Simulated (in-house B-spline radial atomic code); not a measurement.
Configurations of Yb II (Yb+), with energies counted from [Xe] 4f14 6s1. Computed with an all-electron radial atomic-structure program (B-spline basis): scalar-relativistic (X2C) wB97X, spin-polarised, spherical fractional occupations, exact exchange averaged over the configuration, Fermi nucleus of rms radius 5.3108 fm. Shells without spins written out take the highest spin.

Occupations are held fixed; configurations that lie above the ionisation limit could autoionise.

```json
{"configuration": "[Xe] 4f13 5d1 6s1", "E - E(ref) (eV)": "4.5071", "highest orbital": "5d up", "its <r> (bohr)": "2.451"}
{"configuration": "[Xe] 4f13 6s1 7s1", "E - E(ref) (eV)": "10.731", "highest orbital": "7s up", "its <r> (bohr)": "7.175"}
{"configuration": "[Xe] 4f13 5f1 6s1", "E - E(ref) (eV)": "13.173", "highest orbital": "5f up", "its <r> (bohr)": "8.666"}
{"configuration": "[Kr] 4d10 4f14 5s2 5p5 6s1 7s1", "E - E(ref) (eV)": "34.006", "highest orbital": "7s up", "its <r> (bohr)": "7.2"}
{"configuration": "[Kr] 4d10 4f14 5s2 5p5 5f1 6s1", "E - E(ref) (eV)": "36.431", "highest orbital": "5f up", "its <r> (bohr)": "8.676"}
```

Q: Order these further configurations by energy, lowest first.
A. [Kr] 4d9 4f14 5s2 5p6 6s2
B. [Kr] 4d9 4f14 5s2 5p6 5d1 6s1
C. [Kr] 4d10 4f14 5s2 5p5 6s2
D. [Xe] 4f14 7p1
E. [Xe] 4f14 5d1

A: E (2.8169 eV), D (7.5647 eV), C (26.065 eV), A (180.41 eV), B (182.23 eV).
